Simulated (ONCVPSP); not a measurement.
An all-electron radial function and its pseudo partner (vanadium)

Columns: radius, all-electron u(r) and pseudo u(r) of the 3d shell (level -5.38 eV) of vanadium in the configuration [Ne] 3s2 3p6 3d3 4s2; LDA (Perdew-Zunger), scalar-relativistic, ONCV scheme, ONCVPSP 4.0.1.

| r (bohr) | all-electron | pseudo |
| --- | --- | --- |
| 0.088 | 0.0294 | 0.0049 |
| 0.175 | 0.1346 | 0.0363 |
| 0.262 | 0.2793 | 0.1113 |
| 0.350 | 0.4278 | 0.2336 |
| 0.438 | 0.5569 | 0.3891 |
| 0.525 | 0.6571 | 0.5517 |
| 0.612 | 0.7295 | 0.6975 |
| 0.700 | 0.7769 | 0.8076 |
| 0.788 | 0.8027 | 0.8707 |
| 0.875 | 0.8114 | 0.8892 |
| 0.962 | 0.8075 | 0.8748 |
| 1.050 | 0.7943 | 0.8407 |
| 1.138 | 0.7744 | 0.7999 |
| 1.225 | 0.7502 | 0.7608 |
| 1.312 | 0.7233 | 0.7260 |
| 1.400 | 0.6943 | 0.6945 |
| 1.487 | 0.6648 | 0.6647 |
| 1.575 | 0.6347 | 0.6347 |
| 1.662 | 0.6053 | 0.6052 |
| 1.750 | 0.5760 | 0.5760 |
| 1.838 | 0.5476 | 0.5476 |
| 1.925 | 0.5205 | 0.5204 |
| 2.012 | 0.4943 | 0.4943 |
| 2.100 | 0.4690 | 0.4690 |
| 2.188 | 0.4448 | 0.4448 |
| 2.275 | 0.4220 | 0.4220 |

(1) How many radial nodes do the two functions have?

(2) At about which radius was the pseudo-wave matched?

(3) Where does each function peak?

(4) Is the pseudo-wave norm-conserving?

## Answers

(1) The all-electron 3d function has n − l − 1 = 0; the pseudo-wave has 0.

(2) 1.50 bohr. The columns agree to 0.0005 from 1.40 bohr on; several derivatives are matched, so the curves merge somewhat inside the radius.

(3) Outermost all-electron maximum near 0.88 bohr, pseudo maximum near 0.88 bohr (to the table’s step).

(4) Yes: the ONCV scheme keeps the norm inside the radius equal to the all-electron one, which fixes the energy derivative of the logarithmic derivative at the level.
